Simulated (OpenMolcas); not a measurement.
An OpenMolcas run meant for In II (ANO-R1, X2C; inactive shells 1s 2s 2p 3s 3p 3d 4s 4p 4d; intended active space 2 electrons in 4 orbitals (5s 5p)). One step of its input:

```
&CASPT2
Multistate=3 1 2 3
Frozen=9 9
IPEA=0.25
Shift=2.0
MaxIter=60
WThr=0.0 0.3 0.05
PrWF=0.5
NoMix
```

The run finished. Its levels beside those of a sound run (SS-CASPT2, IPEA 0.25 Eh, imaginary shift 0.1 Eh (closed shells correlated: 4d)), in cm⁻¹ above each run's lowest level:

```json
{"Level": "5s² ¹S₀", "This run": "0.0", "Usual run": "0.0"}
{"Level": "5s 5p ³P°₀", "This run": "41680", "Usual run": "42483"}
{"Level": "5s 5p ³P°₁", "This run": "42688", "Usual run": "43488"}
{"Level": "5s 5p ³P°₂", "This run": "44868", "Usual run": "45671"}
{"Level": "5s 5p ¹P°₁", "This run": "65708", "Usual run": "65484"}
```

**Question.** Which setting is unsound, and how much does it matter here?

**Answer.** The level shift is far above the usual 0.1 to 0.3 hartree and damps the second-order energy. Against the sound run the excited levels shown move by 660 cm-1 on average and by 800 cm-1 at most.

Levels of configurations outside the active space are missing.

° marks odd parity.
